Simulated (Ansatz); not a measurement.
Consider the redistribution: `O[SiH2]P[SiH3]` + `[F][W]([F])([F])([F])=[S]` → `F[SiH2]P[SiH3]` + `[OH][W]([F])([F])([F])=[S]`.

Program: Ansatz. Geometries: PBE0-D4/def2-TZVP. ΔE: electronic, gas phase. CBS: MP2 limit from def2 TZ/QZ plus the TZ coupled-cluster correction, frozen cores. Functionals use def2-TZVPP. B3LYP here is the variant with VWN-RPA as its local correlation; programs differ in this. Elements past krypton have def2 core potentials. For W outer-core shells are correlated without core-valence functions, which leaves a few kJ/mol of doubt a bond. Each species was taken in one conformer, which may not be the lowest.

```
        level  ΔE (eV)
        B3LYP    -0.11
HF/def2-QZVPP    -0.17
```

What does CCSD(T)/CBS give? (Estimate.)

Ansatz gave: -0.14 eV. The listed levels differ from it by 0.03, -0.03 eV.

Largest T1 diagnostic among the species: 0.021, so the coupled-cluster value is less sure than usual.

From PBE to PBE0 (25 % exact exchange), in def2-TZVPP and without D4, ΔE moves by −0.04 eV. In def2-TZVPP, CCSD(T) changes the Hartree–Fock value by +0.05 eV (the triples alone add +0.01 eV) and MP2 by +0.04 eV.
